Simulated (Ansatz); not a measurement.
Born–Oppenheimer molecular dynamics of H2 (2 atoms, charge 0, multiplicity 1). It starts from a relaxed structure.

Computed with UKS PBE0-D4/def2-SVP in Ansatz.

```
ensemble                      : NVE (velocity Verlet)
time step                     : 0.25 fs
steps asked                   : 266
starting velocities drawn for : 200 K
seed                          : 917129
```

First frame:

```xyz
2
Properties=species:S:1:pos:R:3
H 0.326 -0.101 0.169
H -0.326 0.101 -0.169
```

Task: What does the run give?

Result: All steps were run.

| Property | Result |
| --- | --- |
| steps done | 266 |
| time covered | 66.5 fs |
| mean temperature over the second half | 101 K |
| spread of the potential energy over the second half | 1.5 meV per atom |
| mean potential energy of the second half above the start | 2.2 meV per atom |

The conserved energy stayed within 0.047 meV per atom of its start (net change 0.042 meV per atom), so the integration is sound. The temperature averaged 0.51 of the 200 K drawn at the start: a run that starts near a minimum puts about half its kinetic energy into the potential. A run of 0.067 ps of so small a system gives no equilibrium averages.

Task: What happens to the structure?

Result: The same pairs are bonded in the first frame and the last. Pairs count as bonded within 1.25 times the sum of covalent radii (0.12 Å more for H–H). This is one draw of velocities; another would differ in detail.

Task: How do temperature and energy run in time?

Result: 
```
time (fs)  T (K)  potential energy less start (eV)  conserved less start (meV/atom)
      0.0    200                             0.000                             0.00
      2.0      4                             0.009                             0.05
      4.0    187                             0.001                             0.00
      6.0     16                             0.008                             0.04
      8.0    178                             0.001                             0.00
     10.0     43                             0.007                             0.04
     12.0    139                             0.003                             0.01
     14.0     64                             0.006                             0.03
     16.0    122                             0.003                             0.02
     18.0    108                             0.004                             0.02
     20.0     76                             0.005                             0.03
     22.0    127                             0.003                             0.02
     24.0     55                             0.006                             0.03
     26.0    169                             0.001                             0.00
     28.0     23                             0.008                             0.04
     30.0    180                             0.001                             0.00
     32.0      8                             0.008                             0.04
     34.0    199                             0.000                             0.00
     36.0      0                             0.009                             0.04
     38.0    200                             0.000                             0.00
     40.0      4                             0.009                             0.05
     42.0    186                             0.001                             0.00
     44.0     16                             0.008                             0.04
     46.0    177                             0.001                             0.00
     48.0     44                             0.007                             0.03
     50.0    138                             0.003                             0.01
     52.0     65                             0.006                             0.03
     54.0    120                             0.003                             0.01
     56.0    110                             0.004                             0.02
     58.0     75                             0.005                             0.03
     60.0    128                             0.003                             0.02
     62.0     54                             0.006                             0.03
     64.0    170                             0.001                             0.00
     66.0     22                             0.008                             0.04
```

Time of the run: 110 s on 1 thread of AMD EPYC (Zen 3) (shared host), peak memory 0.078 GiB.
